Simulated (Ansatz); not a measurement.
Input for Ansatz (a quantum-chemistry and plane-wave program): R-CCSD(T)/aug-cc-pVTZ on C3H3BrF2 (SMILES C=C(Br)C(F)F), atoms moved off the minimum. The run froze 19 orbitals, filled d shells among them.

Ansatz 0.2 input:
```yaml
crystal:
  periodic: [false, false, false]
  atoms:
    - {symbol: C, position_ang: [-1.39418086, -1.14044634, -0.74502423]}
    - {symbol: C, position_ang: [-0.37278837, -0.41908611, -0.28347654]}
    - {symbol: Br, position_ang: [-0.50049438, 1.48791899, 0.33993040]}
    - {symbol: C, position_ang: [1.10128189, -0.91079612, -0.28130150]}
    - {symbol: F, position_ang: [1.06774681, -2.16866204, -0.93242447]}
    - {symbol: F, position_ang: [1.57113494, -1.10491719, 0.94287126]}
    - {symbol: H, position_ang: [-1.31329187, -2.10993604, -1.08200267]}
    - {symbol: H, position_ang: [-2.43425621, -0.70284056, -0.61185316]}
    - {symbol: H, position_ang: [1.72318422, -0.29178546, -0.99763172]}
basis:
  gaussian:
    orbitals: aug-cc-pVTZ
magnetization: {spin_polarized: false}
correlation: {method: ccsd_t, electrons: outside_noble_gas}
scf: {lower_state_search: off}
output: {forces: true}
```

Program output:

```
WARN ansatz: RAYON_NUM_THREADS=8 ignored (pool sized by the plan → 8); use --threads N
Functional definition: HF
these checks for a lower state are left out or cut short: starts, cluster_reference, orbital_swaps, neighbouring_geometries, increment
integrals: 4.66 GiB planned
2157 factors; integrals over basis functions are off by at most 1.1e-3 eV
3.33 GiB of device memory are held for the factors and their scratch space
mean field: 2.21 GiB planned
mean field evaluation 1: about -78548.8742 eV, gradient 4.0e1 eV
mean field evaluation 2: about -78549.0251 eV, gradient 4.0e1 eV
mean field evaluation 4: about -78552.6925 eV, gradient 4.5e0 eV
mean field evaluation 8: about -78552.7781 eV, gradient 4.5e-1 eV
mean field evaluation 16: about -78552.7796 eV, gradient 2.5e-6 eV
mean field -78552.77960835 eV, -2886.7614056204 hartree, gradient 2.5e-6 eV, S^2 0.000000; 0 other end points of the search recorded, 0 dependent functions left out; unrestricted orbitals would lower it
19 core orbitals not correlated
reference -78552.77960835 eV, -2886.7614056204 hartree; 18, 18 occupied and 321, 321 virtual orbitals, 2157 factors
densities: 34.28 GiB planned
second order -31.88227052 eV of doubles, -0.00000000 eV of singles
coupled cluster: 25.87 GiB planned
cycle   1  -31.73607063 eV  change    1.5e-1 eV  update   1.2e-1
cycle   2  -32.48118310 eV  change   -7.5e-1 eV  update   3.9e-2
cycle   3  -32.66303264 eV  change   -1.8e-1 eV  update   1.9e-2
cycle   4  -32.64522484 eV  change    1.8e-2 eV  update   4.7e-3
cycle   5  -32.64315416 eV  change    2.1e-3 eV  update   2.1e-3
cycle   6  -32.64526676 eV  change   -2.1e-3 eV  update   6.8e-4
cycle   7  -32.64529356 eV  change   -2.7e-5 eV  update   2.5e-4
cycle   8  -32.64509418 eV  change    2.0e-4 eV  update   9.2e-5
cycle   9  -32.64510116 eV  change   -7.0e-6 eV  update   3.7e-5
cycle  10  -32.64513044 eV  change   -2.9e-5 eV  update   1.6e-5
cycle  11  -32.64509880 eV  change    3.2e-5 eV  update   6.4e-6
cycle  12  -32.64510376 eV  change   -5.0e-6 eV  update   2.7e-6
perturbative correction -1.39871629 eV, -0.0514018757 hartree
the calculation of the forces begins
3.33 GiB of device memory are held for the factors and their scratch space
Total energy: -78586.82342840 eV, -2888.0124929316 hartree
Atom 0 at    -1.394181    -1.140446    -0.745024 Å, force    -2.113069     3.160882     1.601039 eV/Å
Atom 1 at    -0.372788    -0.419086    -0.283477 Å, force     1.384020     0.812982     0.376927 eV/Å
Atom 2 at    -0.500494     1.487919     0.339930 Å, force    -0.039528    -1.701733    -0.473896 eV/Å
Atom 3 at     1.101282    -0.910796    -0.281301 Å, force    -1.466025    -0.475023    -2.794223 eV/Å
Atom 4 at     1.067747    -2.168662    -0.932424 Å, force     0.201553     0.783785     0.795845 eV/Å
Atom 5 at     1.571135    -1.104917     0.942871 Å, force     0.401902     0.304273     0.177144 eV/Å
Atom 6 at    -1.313292    -2.109936    -1.082003 Å, force     0.458176    -1.941213    -0.712773 eV/Å
Atom 7 at    -2.434256    -0.702841    -0.611853 Å, force     1.378566    -0.599662    -0.483847 eV/Å
Atom 8 at     1.723184    -0.291785    -0.997632 Å, force    -0.205596    -0.344291     1.513784 eV/Å
Dipole moment:    -0.173289     0.065282    -0.206990 e Å
Checks for a lower state left out: starts, cluster_reference, orbital_swaps, neighbouring_geometries, increment
```

The calculation finished and met its thresholds.
